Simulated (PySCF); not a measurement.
## NMR data sheet: C$_{6}$H$_{14}$Si

- Formula: C6H14Si
- SMILES: C=C(C)[Si](C)(C)C
- InChI: InChI=1S/C6H14Si/c1-6(2)7(3,4)5/h1H2,2-5H3
- Point group of the computed structure: C1
- Degrees of unsaturation: 1
- Carbon signals: 4
- Proton signals: 4

Bonds (- single, = double, # triple, : aromatic): C1=C2, C2-C3, C2-Si4, Si4-C5, Si4-C6, Si4-C7. C1 carries H8, H9; C3 carries H10, H11, H12; C5 carries H13, H14, H15; C6 carries H16, H17, H18; C7 carries H19, H20, H21. H9 is cis to C3; H8 is trans to C3.

- shieldings: GIAO PBE0/pcSseg-1
- GFN2-xTB geometry
- program: PySCF 2.14
- rapidly exchanging positions averaged, one conformer, non-relativistic, no solvent

Chemical shifts δ = σref − σ; TMS for 1H (σref 31.72), 13C (σref 186.93), 29Si (σref 349.16), all at this level.

| carbon | δC, type | δH (multiplicity) | HMBC from (2–3 bonds) | span of the C tensor (ppm) |
| --- | --- | --- | --- | --- |
| C1 | 131.4, CH2 | H8 5.43 (br s); H9 5.96 (br s) | H10/H11/H12 | 206 |
| C2 | 157.3, C | – | H9, H8, H10/H11/H12, H13/H14/H15/H16/H17/H18/H19/H20/H21 | 264 |
| C3 | 27.1, CH3 | 1.92 (s) | H9, H8 | 39 |
| C5/C6/C7 | -1.4, CH3 | 0.09 (s) | H13/H14/H15/H16/H17/H18/H19/H20/H21 | 10 |

Other nuclei:
```json
{"atoms": "Si4", "nucleus": "29Si", "environment": "silicon bonded to 4 C", "δ (ppm)": "-5.7", "σ (ppm)": "354.9"}
```

1. Carbon types of the structure: 1 × C, 1 × CH2, 4 × CH3, which accounts for all hydrogens.
2. δC 157.3: fully substituted alkene carbon; as expected for a trigonal carbon in a double bond.
3. δC 131.4: terminal =CH2 carbon; an sp2 carbon of a C=C bond.
4. δC 27.1: allylic methyl carbon; a saturated carbon with 1 carbon neighbour and no heteroatom attached.
5. δH 5.96, 5.43: hydrogen on a terminal =CH2 carbon; olefinic region.
6. δH 1.92: hydrogen on an allylic methyl carbon; allylic position.

Shifts are as computed. Against solution values, carbons near 30 ppm lie about +3 ppm off and those near 130 ppm about +5 ppm. Of 1309 compounds with measured shifts, 239 miss one by over three times the rms of a fit or turn the order of signals round; such compounds aren't used in these exercises. Multiplicities follow the n + 1 count of equivalent neighbours, as no J values were calculated; m marks all less simple cases, F and P coupling included.
